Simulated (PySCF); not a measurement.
## BH2O2F

The system: BH2O2F, a small molecule; neutral, singlet. The structure, one conformer, was relaxed in the gas phase by PBE0-D3(BJ)/def2-SVP. No frequency run checks that it is a minimum.

SMILES: OB(O)F

```xyz
6

O    -1.021   -0.498   -0.562
B     0.173   -0.078   -0.095
O     0.278    0.633    1.057
F     1.264   -0.383   -0.799
H    -1.743   -0.230    0.014
H     1.188    0.862    1.267
```
(Å; atoms numbered from 1)

Shieldings: GIAO PBE0/pcSseg-2. Shifts are against computed references at the same level: H TMS (σ 31.24 ppm). Core levels by delta-SCF with SCAN, pcX-2 on the ionised atom and pcseg-1 elsewhere, spin-free X2C; from the vacuum level, for chosen atoms.

(1) Give the shieldings and core levels atom by atom.

(2) By CAM-B3LYP/def2-SVPD (TDDFT singlets, Tamm-Dancoff triplets, ionisation by delta-SCF), where does absorption start, and what does vertical ionisation take?

## Answers

(1) 
| atoms | bonded to | σ (ppm) | δ (ppm) | core level (eV) |
| --- | --- | --- | --- | --- |
| O1 | 1 B + 1 H | 250.4 | - | 1s 539.80 |
| B2 | 1 F + 2 O | 82.4 | - | 1s 199.60 |
| O3 | 1 B + 1 H | 249.0 | - | 1s 539.95 |
| F4 | 1 B | 316.2 | - | 1s 693.34 |
| H5 | 1 O | 28.10 | 3.14 | - |
| H6 | 1 O | 28.26 | 2.99 | - |

Values are those of this one static structure; atoms that internal rotation interchanges would show their mean in an NMR spectrum.

(2) The first singlet with intensity lies at 9.20 eV (f 0.053); what lies below it is dark. The lowest singlet lies at 8.33 eV (f 0.000), the strongest of the first 6 at 9.78 eV (f 0.060), the lowest triplet at 8.06 eV; vertical ionisation takes 12.82 eV.
